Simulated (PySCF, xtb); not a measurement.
System: BeCl₂, singlet: symmetric bend, bond length relaxed. Scanned: Cl-Be-Cl angle. Other coordinates (Be-Cl bond length) were minimised at B3LYP/def2-TZVP.

Levels of theory: RKS-BP86/6-31G* = restricted BP86/6-31G*, spherical d in PySCF; GFN1-xTB (xtb); RKS-B3LYP/6-31G* = restricted B3LYP/6-31G*, spherical d in PySCF.

Energies in eV, each method relative to its own lowest point.

```
a / °  RKS-BP86/6-31G*  GFN1-xTB  RKS-B3LYP/6-31G*
-----  ---------------  --------  ----------------
180              0.000     0.000             0.000
170              0.020       ___             0.021
160              0.079       ___             0.083
150              0.183     0.107             0.192
140              0.335     0.198             0.353
130              0.547       ___             0.578
120              0.837       ___             0.884
110              1.233       ___             1.302
100              1.783     1.165             1.883
90               2.570     1.749             2.711
```

**Question.** Some entries are withheld; supply them.

**Answer.** 
- 170, GFN1-xTB: 0.012
- 160, GFN1-xTB: 0.047
- 130, GFN1-xTB: 0.328
- 120, GFN1-xTB: 0.512
- 110, GFN1-xTB: 0.777

The scan ran from 180.0 to 80.0; beyond the range shown the relaxed coordinates jump or full CI changes its symmetry label.
